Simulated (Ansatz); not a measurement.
The molecule LaF, multiplicity 3 (not the ground state: that is measured with 2S+1 = 1). No spin–orbit coupling.

The constants come from a fifth-degree fit in 1/R (seven points, main isotopes). In def2 and cc sets the state is the lowest found near the PBE0 minimum, followed along R.

Correlated levels freeze the inner cores; with def2 sets outer-core shells near the valence are correlated too.

Programs: Ansatz (an electronic-structure program) with Gaussian orbitals. Each number belongs to the level named beside it. In def2 rows elements past Kr take small-core potentials, without spin–orbit coupling.

Problem. What bond length and harmonic frequency does PBE0/def2-TZVPP give?

Solution. r_e = 2.088 Å, ω_e = 545 cm⁻¹.

Problem. What bond length and harmonic frequency does wB97X-V/def2-TZVPP give?

Solution. r_e = 2.102 Å, ω_e = 535 cm⁻¹.

Problem. What bond length and harmonic frequency does CCSD(T)/def2-TZVPP give?

Solution. r_e = 2.104 Å, ω_e = 536 cm⁻¹.
